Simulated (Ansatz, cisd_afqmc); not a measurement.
System: C2, charge 0, singlet. A triplet may lie lower; no result for it is given here. C2 (SMILES [C]=[C]).
B3LYP-D3(BJ)/def2-TZVP minimum from Ansatz (a first-principles code):
```
C
C 1 1.2471
```

Total energies in cc-pVTZ, 8 correlated electrons, 2 frozen orbitals. Open shells are spin-unrestricted; no spin-orbit coupling. Cores are frozen in correlated methods. No relativity. The Monte Carlo rows (phaseless AFQMC, CISD trial, step 0.005/hartree) carry one-sigma bars that omit the constraint's bias. Outlying blocks are dropped, and bars are widened where a walk drifts. Over all cases where full CI ran beside it in this data, AFQMC minus full CI had a median of +0.1 mEh and passed +0.4 mEh in a tenth of the cases. The T1 diagnostic of C2 ([C]=[C], singlet) reaches 0.039 in the sets run. The restricted determinant of C2 ([C]=[C], singlet) is unstable towards broken spin symmetry in at least one set run.

| method | program | energy (Eh) | minus CCSDTQ (mEh) |
|---|---|---|---|
| HF | Ansatz | -75.40139 | 383.12 |
| MP2 | Ansatz | -75.75676 | 27.75 |
| CCSD | Ansatz | -75.74958 | 34.94 |
| CCSD(T) | Ansatz | -75.78315 | 1.37 |
| CCSDT(Q) | Ansatz | -75.78627 | -1.76 |
| CCSDTQ | Ansatz | -75.78451 | 0.00 |
| AFQMC/CISD | cisd_afqmc | -75.7737 ± 0.0004 | 10.8 ± 0.4 |

Rough core times of Ansatz's runs on a shared machine: CCSD(T) under 20 s, CCSDT(Q) under 20 s, CCSDTQ 10 min.
